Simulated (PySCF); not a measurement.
C₅H₅Cl, SMILES Cl/C=C(\C)C#C. Geometry: PBE0-D3(BJ)/def2-SVP. The structure was generated by enumeration; whether it is a known compound was not checked.

Give the equilibrium geometry at PBE0-D3(BJ)/def2-SVP (PySCF confirms it by a frequency run) as a Z-matrix, and its point group. (An estimate is asked for; the answer gives what the named calculation found.)

point group Cs.
```
C
C 1 1.3474
H 2 1.0913 1 122.06
C 1 1.4288 2 117.71 3 0.00
C 4 1.2139 2 152.04 3 0.00
H 5 1.0743 3 142.85 2 -180.00
C 1 1.4994 2 124.80 3 180.00
H 7 1.0969 1 111.09 2 0.00
H 7 1.1009 8 109.02 1 121.67
H 7 1.1009 8 109.02 9 116.66
Cl 2 1.7189 3 113.87 1 180.00
```
